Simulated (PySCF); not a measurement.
H3O3Y. Atoms are numbered in the order given.

```xyz
7

Y      0.0000     0.0000     0.0000
O      2.0275     0.0000     0.0000
H      2.9828     0.0000     0.0000
O     -1.0138    -1.7559     0.0000
H     -1.4914    -2.5832     0.0000
O     -1.0138     1.7559     0.0000
H     -1.4914     2.5832     0.0000
```
Charge 0, spin multiplicity 1.

The structure is a stationary point at PBE0-D3(BJ)/def2-SVP. The def2 effective core potentials stand for the cores of Y; spin–orbit coupling is left out. Other conformers were not sampled.

Method: B3LYP/def2-TZVPD (PySCF).

The molecule is in vacuum.

```json
{
 "total_energy": "-266.12293 hartree",
 "point_group": "D3h",
 "highest_occupied_level": "-7.74 eV",
 "lowest_empty_level": "-1.75 eV",
 "orbital_gap": "5.99 eV",
 "dipole_moment": "0.00 D",
 "quadrupole, principal values (traceless, Buckingham form, about the centre of nuclear charge)": "-1.89, -1.89, 3.79 D·Å",
 "mean_static_polarisability": "50.8 bohr³ (7.52 Å³)",
 "polarisability_principal_values": "39.5, 56.4, 56.4 bohr³"
}
```
